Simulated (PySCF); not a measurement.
**Telling isomers of C$_{9}$H$_{14}$ apart by NMR**

- geometry: GFN2-xTB
- shieldings: GIAO PBE0/pcSseg-1
- code: PySCF 2.14
- one computed conformer, non-relativistic, equivalent nuclei averaged, no solvent

References, each an isolated molecule treated in the same way: TMS for $^{1}$H (31.72 ppm) and $^{13}$C (186.93 ppm). Where no couplings were computed, multiplicities follow the n + 1 count of equivalent neighbours, and m marks all less simple cases (inequivalent or close neighbours, rings, F or P nearby). Shifts are as computed. Against solution values, carbons near 30 ppm lie about +3 ppm off and those near 130 ppm about +5 ppm. Of 1211 compounds with measured shifts, 218 miss one by over three times the rms of a fit or turn the order of signals round; such compounds aren't used in these exercises.

(1) Tabulate the signals of `CC(C)C1=CC[C@@H]2C[C@H]12`, `C=C(C)C=C1CC(C)C1`, `CC(C)[C@@H]1[C@H]2C=CC[C@H]21`, `CC(C)C1=CCC=CC1` and their relative energies.

(2) What is the quickest way to tell C=C(C)C=C1CC(C)C1 from CC(C)[C@@H]1[C@H]2C=CC[C@H]21?

(3) What is the quickest way to tell CC(C)[C@@H]1[C@H]2C=CC[C@H]21 from CC(C)C1=CCC=CC1?

(4) What is the quickest way to tell CC(C)C1=CC[C@@H]2C[C@H]12 from C=C(C)C=C1CC(C)C1?

Results:

(1) 
```json
{"SMILES": "CC(C)C1=CC[C@@H]2C[C@H]12", "carbon types": "1×C 4×CH 2×CH2 2×CH3", "δC": "164.9, 126.6, 40.0, 36.1, 24.8, 24.7, 23.4, 19.9, 18.7", "δH": "5.18 (m, 1H), 2.71 (m, 1H), 2.56 (m, 1H), 2.41 (m, 1H), 1.78 (m, 1H), 1.62 (m, 1H), 1.17 (d, 3H), 1.15 (d, 3H), 0.83 (m, 1H), -0.35 (m, 1H)", "E rel. (kcal/mol)": "7.2"}
{"SMILES": "C=C(C)C=C1CC(C)C1", "carbon types": "2×C 2×CH 3×CH2 2×CH3", "δC": "151.0, 145.9, 135.4, 120.2, 40.4, 40.1, 26.4, 24.6, 23.3", "δH": "6.15 (s, 1H), 5.05 (m, 1H), 4.97 (m, 1H), 3.28 (m, 1H), 3.04 (m, 1H), 2.58 (m, 1H), 2.38 (m, 1H), 2.38 (m, 1H), 1.97 (s, 3H), 1.16 (d, 3H)", "E rel. (kcal/mol)": "21.0"}
{"SMILES": "CC(C)[C@@H]1[C@H]2C=CC[C@H]21", "carbon types": "6×CH 1×CH2 2×CH3", "δC": "143.4, 136.1, 43.1, 41.2, 36.4, 35.8, 25.9, 24.5, 23.8", "δH": "6.24 (m, 1H), 5.51 (m, 1H), 2.75 (m, 1H), 2.45 (m, 1H), 1.66 (m, 1H), 1.40 (m, 1H), 1.09 (d, 3H), 1.05 (d, 3H), 0.56 (m, 1H), -0.37 (m, 1H)", "E rel. (kcal/mol)": "8.0"}
{"SMILES": "CC(C)C1=CCC=CC1", "carbon types": "1×C 4×CH 2×CH2 2×CH3", "δC": "148.7, 131.9, 131.8, 124.9, 42.2, 31.7, 26.9, 23.1", "δH": "6.04 (m, 1H), 6.02 (m, 1H), 5.81 (t, 1H), 2.90 (m, 2H), 2.73 (m, 2H), 2.31 (sept, 1H), 1.05 (d, 6H)", "E rel. (kcal/mol)": "0.0"}
```

Energies are electronic energies at PBE0/pcSseg-1 on these geometries, without zero-point or thermal terms, each for the one conformer computed, which needn't be the lowest.

(2) Both give the same number of carbon signals, but DEPT or the intensities differ. The first has a fully substituted alkene carbon (C) at 151.0 ppm, the second a three-membered-ring carbon (CH) at 43.1 ppm. Their most deshielded carbons lie at 151.0 and 143.4 ppm.

(3) Count the carbon signals: 9 against 8. The first has a three-membered-ring carbon (CH) at 25.9 ppm, the second a fully substituted alkene carbon (C) at 148.7 ppm. Their most deshielded carbons lie at 143.4 and 148.7 ppm.

(4) Both give the same number of carbon signals, but DEPT or the intensities differ. The first has a three-membered-ring carbon (CH2) at 19.9 ppm, the second a terminal =CH2 carbon at 120.2 ppm. Their most deshielded carbons lie at 164.9 and 151.0 ppm. In the proton spectra the most deshielded non-exchanging signals are 5.18 (m, 1H) and 6.15 (s, 1H).
